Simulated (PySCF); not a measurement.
C9H5NS3, SMILES c1csc(-c2cc3sccc3s2)n1, GFN2-xTB optimised geometry. Atoms within 1.6 Å of the plane z = 0.8 Å (x, y, z in Å): C1 (3.67, -1.29, 0.00), C2 (3.31, -2.60, 0.00), S3 (1.59, -2.75, 0.00), C4 (1.50, -0.99, 0.00), C5 (0.25, -0.31, 0.00), C6 (-1.01, -0.86, 0.00), C7 (-2.00, 0.13, 0.00), S8 (-3.72, 0.13, 0.00), C9 (-3.74, 1.86, 0.00), C10 (-2.50, 2.42, 0.00), C11 (-1.50, 1.43, 0.00), S12 (0.23, 1.44, 0.00), N13 (2.66, -0.41, 0.00), H14 (4.68, -0.93, 0.00), H15 (3.93, -3.47, 0.00), H16 (-1.19, -1.92, 0.00), H17 (-4.68, 2.36, 0.00), H18 (-2.31, 3.47, 0.00).

Level of theory: PBE/def2-SVP run with PySCF.

Map of the electrostatic potential (hartree/e), clipped to [-0.08, 0.12] on the plane z = 0.8 Å:

```
|-------------------------------|
|-------------------------------|
|-------------------------------|
|-------------------------------|
|----------=--------------------|
|--------=====-------::::::-----|
|-------===++==-----::::::::----|
|--=======+#*==----::::::::::---|
|--=======*%*===---::::::::::---|
|-===+*++*@@%++++=-::::::::::---|
|-==+*#@@@@@@#*%@@+-:::::::::---|
|-===+#@@@@@@@@@@@@=:...:::::---|
|--==+*@@@%@@@@@@@@+:. ..:::----|
|--==+#@@@@@@@@@@@@+:   .::-----|
|---=+@@@@@@@@%@@@%+:.  .:------|
|----=@@@@@@@@%@@@@*+##=---=----|
|-----*@@@@@@@@@@@@@@@@@#*++=---|
|------+%#**#@@@@@@@@@@@@@#*==--|
|-------====*@@%*#@@@@@@@@*+==--|
|--------===+##++*@@@@@@@#===---|
|---------==+**++#@@@@@@@*==----|
|----------==++==#@@@@@@@*==----|
|----------======+@@@@@@%*+==---|
|-----------------+%@#**##+==---|
|------------------=+===+++==---|
|--------------------=======----|
|---------------------======----|
|-------------------------------|
|-------------------------------|
|-------------------------------|
|-------------------------------|
```
Scale: ten equal steps from -0.059 (start of ' ') to 0.120 (end of '@'), in the order ' .:-=+*#%@'; x runs from -7.00 to 7.00, y from -7.00 (bottom) to 7.00 (top).
